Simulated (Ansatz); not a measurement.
Reaction (ligand exchange at a Zr–N bond): `[NH2][Zr]([OH])([Cl])[Cl]` + HI → `[OH][Zr]([Cl])([Cl])[I]` + NH₃

Calculated with Ansatz (gas phase, PBE0-D4/def2-TZVP geometries, no zero-point term in ΔE). CBS: MP2 limit from def2 TZ/QZ plus the TZ coupled-cluster correction, frozen cores. This one scheme is used for every species. Functionals use def2-TZVPP. Elements past krypton have def2 core potentials. For I, Zr outer-core shells are correlated without core-valence functions, which leaves a few kJ/mol of doubt a bond. One conformer a species, not always the lowest.

```tsv
level	ΔE (kcal/mol)
PBE-QIDH	-21.7
r2SCAN	-20.0
BHLYP	-18.9
SCS-MP2/def2-TZVPP	-20.8
```

**Question.** What does CCSD(T)/CBS give? (An estimate is asked.)

**Answer.** Ansatz gave: -20.7 kcal/mol. The listed levels differ from it by -1.0, 0.7, 1.8, -0.1 kcal/mol.

Largest T1 diagnostic among the species: 0.016.

At CCSD(T), def2-SVP lies +3.6 kcal/mol from the extrapolated value and def2-TZVPP +0.9 kcal/mol. The D4 term adds −0.8 kcal/mol with B3LYP and −0.4 kcal/mol with PBE0; it sums over pairs of atoms, weighted by their polarisabilities, and B3LYP, whose exchange is more repulsive, gets the larger term. Leaving LDA and LC-ωPBE aside and taking each functional with its dispersion term where it has one, the values, not all of them listed here, spread over 4.5 kcal/mol, from PBE-QIDH to CAM-B3LYP-D4.

B3LYP here is the variant with VWN-RPA as its local correlation; programs differ in this.
